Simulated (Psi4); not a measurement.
# [SiCl3]+ (SMILES Cl[Si+](Cl)Cl): entropy by statistical mechanics

A singlet with charge 1, relaxed at B3LYP-D3(BJ)/def2-SVP (density fitting) (Psi4 1.11):

```xyz
4

Cl   -1.5768   -0.6313    1.0049
Si   -0.0003    0.0002   -0.0002
Cl    1.7955   -0.6786    0.4556
Cl   -0.2184    1.3098   -1.4603
```

Harmonic wavenumbers in cm⁻¹: 92, 232, 394, 463, 744, 766.

Masses in u: Cl 35.45, Si 28.085. Take T = 298.15 K, p = 1 bar, R = 8.3145 J/(mol K), kT/hc = 207.22 cm⁻¹, rigid rotor and harmonic oscillator.

Work out S° at 298 K.


1. Translation (Sackur–Tetrode): S = R[3/2 ln M + 5/2 ln T − 1.1517] with M = 134.435 gives 170.0 J/(mol K).
2. Rotation: principal moments 206.921, 207.216, 414.138 u Å² give A, B, C = 0.0815, 0.0814, 0.0407 cm⁻¹; the symmetry number is σ = 6; q = (√π/σ)√((kT/hc)³/ABC) = 53627; S = R(ln q + 3/2) = 103.0.
3. Vibration: with u = ν̃/207.22, each mode gives R[u/(eᵘ − 1) − ln(1 − e⁻ᵘ)]; the sum is 32.3, most from 92 cm⁻¹ (15.1), 232 cm⁻¹ (7.8), 394 cm⁻¹ (4.1).
4. Spin: R ln 1 = 0.0.
5. Sum: 170.0 + 103.0 + 32.3 + 0.0 = 305.3 J/(mol K).

No measured value is set beside it here.
